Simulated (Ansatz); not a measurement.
C4H11BO2 (`COB(O)C(C)C`) at its PBE0-D4/def2-TZVP geometry, where that method's forces vanish. Total charge 0; spin multiplicity 1.

```xyz
18

C     0.5397    1.0824    2.1576
O    -0.7178    0.6816    1.6731
B    -0.9119   -0.0268    0.5197
O    -2.2101   -0.3005    0.1998
C     0.2357   -0.5029   -0.4569
C    -0.2078   -1.6333   -1.3788
C     0.7453    0.6908   -1.2738
H     0.5132    1.0513    3.2483
H     1.3455    0.4313    1.8088
H     0.7574    2.1082    1.8461
H    -2.8166    0.0680    0.8492
H     1.0768   -0.8687    0.1478
H    -0.5370   -2.5096   -0.8159
H     0.6080   -1.9431   -2.0394
H    -1.0461   -1.3190   -2.0050
H     1.5607    0.3884   -1.9378
H     1.1173    1.5018   -0.6421
H    -0.0522    1.1002   -1.9007
```

Question: What forces (eV/Å) does PBE-D4/def2-TZVPP give on these atoms in the Gaussian-basis code of Ansatz? (Estimate.)

Answer: Ansatz gave: 
```
C1   0.210  0.066  0.095
O2  -0.383  0.110  0.240
B3   0.267 -0.096 -0.162
O4  -0.202 -0.289 -0.447
C5  -0.087  0.009  0.048
C6   0.015 -0.035 -0.003
C7   0.017  0.026  0.008
H8   0.011  0.002  0.240
H9   0.196 -0.134 -0.070
H10  0.066  0.225 -0.060
H11 -0.303  0.182  0.315
H12  0.174 -0.070  0.126
H13 -0.066 -0.179  0.100
H14  0.155 -0.071 -0.141
H15 -0.165  0.054 -0.131
H16  0.169 -0.051 -0.142
H17  0.077  0.168  0.111
H18 -0.151  0.084 -0.125
```
